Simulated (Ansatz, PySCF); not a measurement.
The pair A = HF (SMILES F) (first 2 atoms), B = CH2F2 (SMILES FCF); geometry from B3LYP-D3(BJ)/def2-TZVP.
(charge 0, multiplicity 1):
```xyz
7

F     -0.1266     0.0956    -0.0637
H      0.1928     0.6239     0.6339
F      0.7564     0.8891     2.3594
C      0.3893    -0.1900     3.1436
F     -0.7133     0.1605     3.8436
H      1.2094    -0.3886     3.8326
H      0.1512    -1.0206     2.4800
```

Frozen-core correlation. CBS: X⁻³ extrapolation of the correlation energy, Hartree–Fock from the larger set.

Codes used: Ansatz (a first-principles code); PySCF for the dispersion terms. 

The monomers are drawn apart, rigid, along the line of their centres of mass. Counterpoise-corrected interaction energies (kcal/mol):

| level | R = 3.891 Å | R = 4.625 Å |
|---|---|---|
| PBE/def2-TZVPPD | -2.2176 | -0.9892 |
| PBE-D3(BJ)/def2-TZVPPD | -2.5040 | -1.1224 |
| wB97M-V/def2-TZVPPD | -2.3757 | -1.0818 |
| MP2/CBS(aug-cc-pVDZ, aug-cc-pVTZ) + ΔCCSD(T)/aug-cc-pVDZ | -2.4133 | -1.0967 |

R is the distance of the centres of mass. Find the local exponent m of E ∝ R⁻ᵐ between the two points.


m = ln(E₁/E₂)/ln(R₂/R₁): PBE/def2-TZVPPD 4.7; PBE-D3(BJ)/def2-TZVPPD 4.6; wB97M-V/def2-TZVPPD 4.6; MP2/CBS(aug-cc-pVDZ, aug-cc-pVTZ) + ΔCCSD(T)/aug-cc-pVDZ 4.6. For scale, two fixed dipoles give m = 3, dipole and quadrupole 4, quadrupoles 5, and dispersion or dipole-induced dipole 6 at long range; at these distances several terms mix, and what is left of overlap and damping shifts m, so it need not match one of them.
